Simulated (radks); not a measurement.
The numbers below are computed, except where a source is named.
Fractional charge and spin in the 5s shell of cerium: the spin-up occupation runs from 0 to 1 and the spin-down occupation from 0 to 1; the fullest corner is Ce2+, [Kr] 4d10 4f(up 1, down 1) 5p6 5s(up 1, down 1). Code: a radial shooting solver on a logarithmic mesh with Libxc functionals. Model: scalar-relativistic Kohn-Sham, r2SCAN, spin-polarised, spherical densities, finite nucleus; meta-GGA in the generalised Kohn-Sham scheme; Fermi nuclear charge, rms radius of each element as measured or else 0.836 A^(1/3) + 0.57 fm. Energy (eV) minus the two flat planes that join the four corners (they meet along the diagonal where the two added fractions sum to one electron); zero is where a piecewise linear energy would lie.

down \ up       0     0.5       1
0           0.000  -1.573   0.000
0.5        -1.573   0.398  -1.475
1           0.000  -1.475   0.000

Corners above the fullest one (they belong to Ce3+ and the next ion): (up 1, down 0) 56.834 eV, (up 0, down 1) 56.834 eV, (up 0, down 0) 127.47 eV. With half an added electron in each spin the energy lies 0.398 eV from the planes, and with half an added electron in spin up alone -1.573 eV. The planes are only a guide here: the flat-plane condition holds for ground states with one frontier orbital, while this shell lies below other occupied shells, so the corners above the fullest one are inner-hole states and not the ground states of those ions.
